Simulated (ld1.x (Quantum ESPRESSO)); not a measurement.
## Cs (Z = 55): TM pseudisation with LDA (PZ), non-relativistic reference atom.

```
Element                 : Cs (Z = 55)
Generator               : ld1.x (Quantum ESPRESSO) 7.5
Type                    : norm-conserving Troullier–Martins (Kleinman–Bylander form)
Functional              : LDA (PZ)
Relativity              : non-relativistic
Frozen core             : [Xe]
Valence charge          : 1
Reference configuration : 5d0 6s1 6p0
Partial waves           : 6s (bound): rc 3.80 bohr; 6p (bound, empty): rc 3.45 bohr; 5d (bound, empty): rc 4.20 bohr
Local potential         : the d channel
Core correction         : a·sin(br)/r model core inside 1.80 bohr
```

Poles of the logarithmic derivatives, all-electron (AE) and pseudo (PS). Narrow ghost or core levels that the grid stepped over were put in at their known energies. s: poles at 0.8, 4.0 (AE) and -0.7, 0.7, 2.6 (PS) Ry. p: poles at -1.0, 1.3, 4.6 (AE) and 2.0 (PS) Ry. d: poles at 0.2, 2.4 (AE) and 0.3, 2.4 (PS) Ry. Test radius 4.53 bohr.

- Cutoffs needed: 6 Ry and 6 Ry (the cutoffs (Ry, on a coarse ladder) from which the occupation-weighted sum of valence levels, in a spherical-Bessel basis at the reference potential, stays within 10 and 1 mRy of its value at 400 Ry)
- Ghost test: ghost states, extra bound levels that the all-electron valence spectrum of the same l lacks: p at -82.7 eV, s at -9.7 eV; a true bound ghost makes a file unfit for plane-wave use (spherical-Bessel basis up to 400 Ry, 20 bohr box)
- Largest excitation error: -10.0 meV (all-electron minus pseudo) for 5d1 6s0 6p0, out of 4 test configurations
